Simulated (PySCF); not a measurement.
**Sc¹⁹⁺: ionisation energy**

Sc¹⁹⁺ 1s2 (1S) → Sc²⁰⁺ 1s1 (2S), as a difference of total energies. All numbers are calculated (PySCF 2.14, the spin-free X2C one-electron Hamiltonian (Gaussian nucleus), in an uncontracted even-tempered set (17 s from 17 bohr⁻², ratio 2.2; 7 p from 26 bohr⁻², ratio 2.4; 4 d from 77 bohr⁻², ratio 2.4; 3 f from 120 bohr⁻², ratio 2.4; 3 g from 170 bohr⁻², ratio 2.4)). Correlated levels: nothing frozen; virtual orbitals above 40 to 60 times the deepest correlated orbital energy dropped. The calculations carry no spin-orbit coupling.

```
                 method  ionisation energy (eV)  difference from reference (eV)
                    UHF                  5676.9                            +2.0
                    LDA                  5657.4                           -17.5
                    PBE                  5675.0                            +0.1
                   PBE0                  5675.8                            +0.9
                 r2SCAN                  5678.4                            +3.5
                  M06-L                  5680.8                            +5.9
                   BLYP                  5677.3                            +2.4
    MP2 (all electrons)                  5678.2                            +3.3
SCS-MP2 (all electrons)                  5678.5                            +3.6
```

Reference: 5674.9 eV (theoretical estimate listed by NIST; NIST Atomic Spectra Database, ionization energies).
